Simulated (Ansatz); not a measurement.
Input for Ansatz (a quantum-chemistry and plane-wave program): R-revPBE/def2-TZVPPD on CH7ISi (a complex). Elements past Kr take the def2 small-core potentials; no spin–orbit coupling. Files ending in .json are basis or fitting sets from the Basis Set Exchange.

Ansatz 0.2 input:
```yaml
crystal:
  periodic: [false, false, false]
  atoms:
    - {symbol: Si, position_ang: [0.20331064, -1.37407707, 1.33719304]}
    - {symbol: I, position_ang: [-0.54154177, 0.91006252, 0.81056812]}
    - {symbol: H, position_ang: [0.36378712, -2.10872982, 0.06698413]}
    - {symbol: H, position_ang: [-0.82273715, -2.01560807, 2.18061796]}
    - {symbol: H, position_ang: [1.48993111, -1.29052714, 2.05362554]}
    - {symbol: C, position_ang: [0.00820515, -0.16965032, 4.96737296]}
    - {symbol: H, position_ang: [-0.84941543, -0.82540038, 4.82321316]}
    - {symbol: H, position_ang: [0.92751319, -0.74726809, 4.87903473]}
    - {symbol: H, position_ang: [-0.00450736, 0.61435908, 4.21179559]}
    - {symbol: H, position_ang: [-0.04254727, 0.27987601, 5.95799987]}
basis:
  gaussian:
    orbitals: def2-TZVPPD.json
hamiltonian:
  xc: {name: revPBE}
scf: {lower_state_search: off}
```

The log:

```
WARN ansatz: RAYON_NUM_THREADS=1 ignored (pool sized by the plan → 1); use --threads N
Functional definition: revPBE
these checks for a lower state are left out or cut short: stability, starts, cluster_reference, orbital_swaps, neighbouring_geometries, increment
integrals: 0.19 GiB planned
1306 factors; their error is unknown
mean field: 1.30 GiB planned
mean field evaluation 1: about -17122.6323 eV, gradient 5.8e1 eV
mean field evaluation 2: about -17114.3282 eV, gradient 7.5e1 eV
mean field evaluation 4: about -17130.5893 eV, gradient 6.1e0 eV
mean field evaluation 8: about -17130.6569 eV, gradient 8.4e-2 eV
mean field evaluation 16: about -17130.6180 eV, gradient 1.1e-4 eV
mean field -17130.61795797 eV, -629.5385984054 hartree, gradient 3.1e-6 eV, S^2 0.000000; 0 other end points of the search recorded, 0 dependent functions left out
reference -17130.61802849 eV, -629.5386009972 hartree; 26, 26 occupied and 237, 237 virtual orbitals, 1306 factors
Total energy: -17130.61802849 eV, -629.5386009972 hartree
Checks for a lower state left out: stability, starts, cluster_reference, orbital_swaps, neighbouring_geometries, increment
```

The run converged.

Cost: very roughly 4 core-seconds.
